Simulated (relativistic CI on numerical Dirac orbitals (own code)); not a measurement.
**One change at a time: Ru4+**

Base calculation: Dirac-Coulomb-Breit CI, KLI orbitals optimised for each configuration, a model potential for QED, valence Slater integrals scaled by 0.85, P86 correlation energy added to each configuration.

Configurations in the expansion (outside the closed core [Ar] 3d10 4s2): 4p6 4d4, 4p6 4d3 5s, 4p6 4d3 4f, 4p6 4d3 5p, 4p5 4d5, 4p6 4d3 5d, 4p6 4d3 6s, 4p6 4d3 6p, 4p6 4d2 5s 5p, 4p6 4d3 6d, 4p6 4d3 5f, 4p6 4d3 6f, 4p6 4d2 5s2, 4p6 4d 4f 5s2, 4p6 4d 5s2 5p, 4p6 4d 5s2 5d, 4p6 4d 5s2 6s, 4p6 4d2 5p2, 4p6 4d 5s 5p2, 4p6 4d 4f 5p2, 4p6 4d 5p3, 4p6 4d 5p2 5d, 4p6 4d 5p2 6s. Double excitations out of closed p, d and f shells are left out; levels of such configurations are missing from the list, as are those of other unlisted configurations, and high levels can miss mixing partners.

Variants: (1) valence Slater integrals scaled by 0.75; (2) Slater integrals left unscaled; (3) Breit term removed; (4) only the first 3 configurations. Shifts of the energy above 4p6 4d4 5D_0, in cm⁻¹, for the lowest level and the first level of each name with at least 55 % of one term (blank where a level changes its place among those of its configuration and J or its character, or is not in the variant):

| Level | Base | Δ(1) | Δ(2) | Δ(3) | Δ(4) |
| --- | --- | --- | --- | --- | --- |
| 4p6 4d4 5D_0 | 0.0 | 0.0 | 0.0 | 0.0 | 0.0 |
| 4p6 4d4 5D_1 | 478.4 | +28.7 | -29.2 | +33.0 | +0.9 |
| 4p6 4d4 5D_2 | 1280.2 | +47.9 | -50.0 | +81.3 | +3.1 |
| 4p6 4d4 5D_3 | 2282.3 | +44.9 | -46.3 | +135.3 | +6.7 |
| 4p6 4d4 5D_4 | 3413.8 | +19.4 | -16.1 | +192.0 | +11.5 |
| 4p6 4d4 3P_0 | 16566.8 | -2000.9 | +3020.1 | -32.1 | +57.9 |
| 4p6 4d4 3H_4 | 17248.1 | -1948.7 | +2925.0 | +63.0 | -105.8 |
| 4p6 4d4 3H_5 | 18367.3 | -1891.6 | +2858.2 | +148.8 | -114.4 |
| 4p6 4d4 3P_1 | 18937.2 | -1977.9 | +2985.8 | +84.0 | +54.0 |
| 4p6 4d4 3H_6 | 19272.3 | -1898.7 | +2864.4 | +211.2 | -122.6 |
| 4p6 4d4 3F_3 | 19991.6 | -2183.5 | +3279.5 | +81.7 | -36.7 |
| 4p6 4d4 3F_2 | 20309.1 | -2136.2 | +3207.1 | +106.0 | -14.3 |
| 4p6 4d4 3F_4 | 20736.3 | -2090.8 | +3175.5 | +155.8 | -48.7 |
| 4p6 4d4 3P_2 | 22185.3 | -2060.5 | +3078.1 | +213.9 | +46.9 |

At this charge configurations can still be misplaced by up to about 7 % of their energy.

Ionisation energy from the two ground configurations alone: base 60.45 eV; valence Slater integrals scaled by 0.75 60.34 eV; Slater integrals left unscaled 60.62 eV. The NIST ASD value (theoretical) is 59 eV. The gap of more than 2 % comes from missing correlation, or from a tabulated value that is itself an estimate.
